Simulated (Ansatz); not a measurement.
The cluster Ti₄⁺. The state is a doublet with charge 1. Geometry PBE-D4/def2-SVP; atoms count from 1.

```tsv
atom	x (Å)	y (Å)	z (Å)
Ti1	1.4835	0.2148	0.2543
Ti2	-0.1847	-1.2086	-0.9037
Ti3	-0.7218	-0.2373	1.3301
Ti4	-0.5771	1.2311	-0.6806
```

The charge 1 doublet is spin-contaminated (final ⟨S²⟩ up to 3.64, 0.75 for a pure state). The geometry of the doublet was relaxed on an unsound state (⟨S²⟩ 2.80, where a pure state has 0.75). At PBE0-D4/def2-TZVP a sextet of charge 1 lies 0.12 eV below the doublet, each at its own geometry. The structure comes from a short search, and lower isomers may exist.

Question: Estimate the Mulliken populations from the PBE0/def2-TZVP orbitals of Ansatz.

Answer: 
```json
{"atom": "Ti1", "charge (e)": "0.25", "spin (α − β)": "1.98", "d electrons": "2.77"}
{"atom": "Ti2", "charge (e)": "0.24", "spin (α − β)": "-1.64", "d electrons": "2.75"}
{"atom": "Ti3", "charge (e)": "0.26", "spin (α − β)": "2.47", "d electrons": "2.86"}
{"atom": "Ti4", "charge (e)": "0.25", "spin (α − β)": "-1.81", "d electrons": "2.77"}
```
Mulliken values and Mayer orders depend strongly on the basis.

Question: Where does the spin sit?

Answer: Summed by element: Ti 1.00, of 1 unpaired in all. Largest on single atoms: Ti3 2.47, Ti1 1.98, Ti4 -1.81.

Question: And the Mayer bond orders between bonded heavy atoms (over 0.3)?

Answer: Ti1–Ti2 1.20 (2.48 Å); Ti1–Ti3 1.23 (2.50 Å); Ti1–Ti4 1.17 (2.48 Å); Ti2–Ti3 1.17 (2.49 Å); Ti2–Ti4 1.32 (2.48 Å); Ti3–Ti4 1.12 (2.49 Å).
